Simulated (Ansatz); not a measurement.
Total energies of Ge2H10Si2, SMILES `[GeH3][SiH2][SiH2][GeH3]`.

Cartesian coordinates in Å:
```
Ge -0.922 -0.457 -2.148
Si -1.125 -1.186 0.109
Si -0.295 0.457 1.546
Ge 1.949 0.984 0.951
H 0.560 -0.263 -2.508
H -1.530 -1.481 -3.121
H -1.644 0.888 -2.341
H -0.337 -2.438 0.285
H -2.552 -1.486 0.411
H -0.342 -0.002 2.962
H -1.129 1.685 1.425
H 2.816 -0.286 0.963
H 1.992 1.583 -0.465
H 2.560 2.002 1.929
```

Charge 0, multiplicity 1. Correlated methods include outer-core shells of Ge, which these sets cover unevenly. Scalar relativity is left out up to krypton. The structure was optimised at the PBE0-D4/def2-TZVP level. It is one conformer, not always the lowest. Basis def2-TZVPP, Ansatz.

RPA on PBE orbitals: Hartree–Fock energy of these orbitals -4734.34339 Eh, correlation -1.39559 Eh (frozen core).

| functional | energy without D4 (Eh) | D4 term (kJ/mol) |
| --- | --- | --- |
| r2SCAN | -4738.94258 | -8.9 |
| ωB97M-V | -4738.70249 | – |

Give the same for LDA (SPW92), PBE, revPBE, BLYP, B97M-V, PBE0, B3LYP, r2SCANh, r2SCAN0, HSE06 (plane-wave form), BHLYP, CAM-B3LYP, LC-ωPBE, ωB97X-V, B2PLYP, PBE-QIDH. (Estimate.)

Ansatz gave: 
| functional | energy without D4 (Eh) | D4 term (kJ/mol) |
| --- | --- | --- |
| LDA (SPW92) | -4730.28452 | – |
| PBE | -4738.06278 | -35.6 |
| revPBE | -4738.57325 | -85.9 |
| BLYP | -4739.09024 | -74.0 |
| B97M-V | -4738.10236 | – |
| PBE0 | -4738.24207 | -31.0 |
| B3LYP | -4739.16196 | -57.7 |
| r2SCANh | -4738.92447 | -9.8 |
| r2SCAN0 | -4738.89933 | -10.9 |
| HSE06 (plane-wave form) | -4738.22827 | -29.6 |
| BHLYP | -4738.96906 | -51.4 |
| CAM-B3LYP | -4739.25953 | -32.6 |
| LC-ωPBE | -4738.29784 | – |
| ωB97X-V | -4738.54866 | – |
| B2PLYP | -4738.02007 | – |
| PBE-QIDH | -4737.41658 | – |

B3LYP takes the VWN-RPA correlation (the form of Gaussian; ORCA's B3LYP/G). HSE06 is the plane-wave form, built on full-range PBE exchange. The double hybrids freeze the cores in their second-order part.

LC-ωPBE has ω = 0.4 bohr⁻¹.
